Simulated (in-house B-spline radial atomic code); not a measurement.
## RPA and G0W0 on PBEsol: Te⁵⁺

Configuration [Kr] 4d10 5s1, highest spin, mean-field start PBEsol. Computed with a B-spline radial code for spherical atoms: all electrons, non-relativistic, point nucleus, each spin shell either full or empty, empty states to l = 9 with an (l + 1/2)⁻⁴ tail; G0W0 by contour deformation at full frequency.

Without relativity these are model numbers: it shifts the levels of so heavy an element strongly and can reorder them.

Command:
```bash
python run_gw.py task.json out
```
Settings (radii: box in bohr, nucleus in fm):
```
Z                        52
electrons                47
configuration            [Kr] 4d10 5s1
hamiltonian              nr
method                   pbesol
lmax                     9
spin_polarised           True
box_radius               10.43
intervals                52
ion_configuration        [Kr] 4d10
```

Run time, properties included: 7.5 s on 1 thread of Arm Neoverse N1, on a shared host.

Energies (hartree):

```csv
term,value
mean-field total,-6605.65271
Hartree-Fock functional on these orbitals,-6606.49788
direct second order,-4.1773
second-order exchange,1.1518
SOSEX correction,1.0751
```

Problem. What is the RPA correlation energy, and what remains with SOSEX?

Solution. RPA gives -3.6938 hartree (-2.14 eV per electron); RPA + SOSEX gives -2.6186, and the second-order doubles -3.0255 hartree (no singles). RPA lacks exchange-type terms and so overcorrelates at short range.

Quasi-particle levels (eV):

```tsv
level	occupied	mean field	Σx - vxc	Σc	QP weight	G0W0
5s up	yes	-63.43	-3.44	?	?	?
4d down	yes	-100.02	-11.53	0.68	0.944	-110.87
4d up	yes	-100.35	-11.50	0.68	0.939	-111.17
5s down	no	-61.83	8.13	-3.04	0.946	-56.75
```

G0W0 = mean field + (Σx - vxc) + Σc, with Σc (partial-wave tail included) taken at the quasi-particle energy. Only the outer levels were computed. Levels of low weight are left out.

Problem. Where does G0W0 put 5s up?

Solution. At -69.08 eV, with Σc = -2.21 eV and a quasi-particle weight of 0.967. The tabulated removal energy is 69.1 ± 2 eV (NIST, tabulated theory); the calculation leaves out relativity, Breit and QED terms, and what these don't explain is the method's own error.

Problem. What does it cost to remove one electron (to [Kr] 4d10) by differences of total energies, each species on its own start (correlation terms add to the Hartree-Fock functional)?

Solution. PBEsol 68.88 eV, Hartree-Fock functional 66.61 eV, + RPA 68.85 eV, + RPA + SOSEX 68.07 eV, + second order 69.08 eV. Tabulated: 69.1 ± 2 eV (NIST, tabulated theory); the calculation leaves out relativity, Breit and QED terms, and what these don't explain is the method's own error.
